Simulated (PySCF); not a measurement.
```xyz
4

B     -0.1921     0.0078     0.0740
Br     1.6671    -0.0682    -0.2638
H     -0.6631     1.0635     0.3503
H     -0.8120    -1.0032    -0.0042
```

Charge 0, multiplicity 1.

Problem. Give the Mulliken and meta-Löwdin atomic charges from PBE-D3(BJ)/def2-TZVP // PBE0-D4/def2-TZVP in PySCF.

Solution. 
| atom | Mulliken (e) | meta-Löwdin (e) |
|---|---|---|
| B1 | -0.01 | -0.08 |
| Br2 | -0.06 | 0.01 |
| H3 | 0.04 | 0.04 |
| H4 | 0.04 | 0.04 |
